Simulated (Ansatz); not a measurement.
C2H5S (SMILES [CH2]SC), doublet, geometry from GFN2-xTB; B97M-V/STO-3G (Ansatz, a program for electronic structure).

Input for Ansatz:
Ansatz 0.2 input:
```yaml
crystal:
  periodic: [false, false, false]
  atoms:
    - {symbol: C, position_ang: [0.00596101, 1.31810472, -0.60732876]}
    - {symbol: S, position_ang: [-0.17114785, 0.11511586, 0.58372680]}
    - {symbol: C, position_ang: [0.22202030, -1.37363243, -0.38519703]}
    - {symbol: H, position_ang: [0.71061926, 1.15790413, -1.39965789]}
    - {symbol: H, position_ang: [-0.22649668, 2.31627681, -0.29702164]}
    - {symbol: H, position_ang: [0.13226791, -2.22530445, 0.28055238]}
    - {symbol: H, position_ang: [-0.48349098, -1.45937936, -1.20603518]}
    - {symbol: H, position_ang: [1.23757816, -1.29818465, -0.76231178]}
basis:
  gaussian:
    orbitals: STO-3G
hamiltonian:
  xc: {name: B97M-V}
magnetization: {spin_polarized: true, initial_magnetization: 1}
```

The log (banner, timings and long lists left out):

```
Functional definition: B97M-V
302 factors; integrals over basis functions are off by at most 2.5e-5 eV
mean field evaluation 1: about -12841.2129 eV, gradient 1.2e1 eV
mean field evaluation 2: about -12840.5527 eV, gradient 1.6e1 eV
mean field evaluation 4: about -12842.5117 eV, gradient 4.1e-1 eV
mean field evaluation 8: about -12842.4492 eV, gradient 2.7e-2 eV
mean field -12842.44923234 eV, -471.9513043639 hartree, gradient 4.6e-5 eV, S^2 0.752834; 0 other end points of the search recorded, 0 dependent functions left out
reference -12842.44926114 eV, -471.9513054221 hartree; 17, 16 occupied and 7, 8 virtual orbitals, 302 factors
Total energy: -12842.44926114 eV, -471.9513054221 hartree
```
